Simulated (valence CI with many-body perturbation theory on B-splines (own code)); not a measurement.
# Level structure of In²⁷⁺

Calculated by relativistic CI+MBPT: four valence electrons over a frozen Dirac-Fock core [Ar], radial functions for each j: 7 s, 7 p, 8 d, 6 f, 4 g, 1 h, with the one-electron correlation potential Σ1, the two-electron term Σ2, the three-electron term Σ3, Breit, model QED; selected CI, second order for the rest, scaled by the run's own slope (own B-spline code, finite nucleus).

No measured spectrum was set against this ion. As an estimate, large intervals hold to a few tenths of a per cent, small ones and those within an open d or f shell to about a per cent. Only levels of the ground parity were solved; by the run's estimate the other parity begins above the list, which can be wrong where configurations are misplaced.

Levels 1 to 34 of 34, with energies above the lowest level, 3d⁴ ⁵D_0 [a]. "Leading %" is the weight of the configuration and term that name the level; weights of strongly mixed levels are sums over their largest components and can fall short. Lifetimes count E1, E2, E3, M1 and M2 decay at the calculated energies, and are blank where another channel may lead or the interval is too uncertain; long ones can be off by a factor of two.

| No. | Configuration | Term | J | E (cm⁻¹) | Leading % | g | Lifetime |
| --- | --- | --- | --- | --- | --- | --- | --- |
| 1 | 3d⁴ | ⁵D | 0 | 0 | 53 |  |  |
| 2 | 3d⁴ | ⁵D | 1 | 39224 | 80 | 1.495 | 458 μs |
| 3 | 3d⁴ | ⁵D | 2 | 67625 | 87 | 1.451 | 987 μs |
| 4 | 3d⁴ | ⁵D | 3 | 86348 | 78 | 1.414 | 4.04 ms |
| 5 | 3d⁴ | ⁵D | 4 | 92340 | 48 | 1.294 | 263 ms |
| 6 | 3d⁴ | ⁵D | 0 | 130350 | 44 |  | 42.6 μs |
| 7 | 3d⁴ | ³H | 4 | 139160 | 50 | 1.050 | 283 μs |
| 8 | 3d⁴ | ³G | 3 | 161170 | 61 | 0.926 | 146 μs |
| 9 | 3d⁴ | ³F | 2 | 164900 | 60 | 0.864 | 93.9 μs |
| 10 | 3d⁴ | ³H | 5 | 171530 | 74 | 1.073 | 442 μs |
| 11 | 3d⁴ | ³P | 1 | 175220 | 69 | 1.337 | 68.0 μs |
| 12 | 3d⁴ | ³H | 6 | 183960 | 68 | 1.109 | 45.9 ms |
| 13 | 3d⁴ | ³G | 4 | 200910 | 66 | 1.026 | 538 μs |
| 14 | 3d⁴ | ³D | 2 | 206840 | 45 | 1.218 | 415 μs |
| 15 | 3d⁴ | ³D | 3 | 214130 | 44 | 1.180 | 165 μs |
| 16 | 3d⁴ | ³F | 4 | 219000 | 43 | 1.150 | 66.8 μs |
| 17 | 3d⁴ | ³F | 3 | 239560 | 42 | 1.075 |  |
| 18 | 3d⁴ | ³P | 2 | 247660 | 36 | 1.123 | 52.4 μs |
| 19 | 3d⁴ | ³G | 5 | 254600 | 74 | 1.152 | 132 μs |
| 20 | 3d⁴ | ³D | 1 | 263090 | 81 | 0.681 | 39.6 μs |
| 21 | 3d⁴ | ¹I | 6 | 264460 | 68 | 1.049 | 128 μs |
| 22 | 3d⁴ | ³F | 4 | 291330 | 48 | 1.106 |  |
| 23 | 3d⁴ | ¹S | 0 | 292280 | 69 |  |  |
| 24 | 3d⁴ | ³P | 2 | 298810 | 48 | 1.208 | 64.3 μs |
| 25 | 3d⁴ | ¹F | 3 | 311480 | 56 | 1.067 |  |
| 26 | 3d⁴ | ³P | 2 | 324980 | 56 | 1.182 | 79.4 μs |
| 27 | 3d⁴ | ³F | 4 | 353740 | 52 | 1.135 | 29.9 μs |
| 28 | 3d⁴ | ³F | 3 | 368060 | 75 | 1.065 |  |
| 29 | 3d⁴ | ³F | 2 | 370140 | 45 | 0.925 | 45.2 μs |
| 30 | 3d⁴ | ³P | 1 | 372860 | 97 | 1.473 | 45.7 μs |
| 31 | 3d⁴ | ¹G | 4 | 389610 | 70 | 1.061 | 46.8 μs |
| 32 | 3d⁴ | ³P | 0 | 389870 | 79 |  |  |
| 33 | 3d⁴ | ¹D | 2 | 467330 | 89 | 0.997 | 35.0 μs |
| 34 | 3d⁴ | ¹S | 0 | 577300 | 89 |  | 16.2 μs |

Names give the largest LS component (configuration and term), which can be under half, so a name can repeat, a term be missing and a line seem to break the LS rules; names also repeat where a configuration has a term twice.

The ionisation energy to 3d³ ⁴F3/2 of the next ion comes out as 1496.8 eV (NIST: 1496 ± 4 eV (theoretical)). All 34 levels together are meant to be complete up to 600400 cm⁻¹.
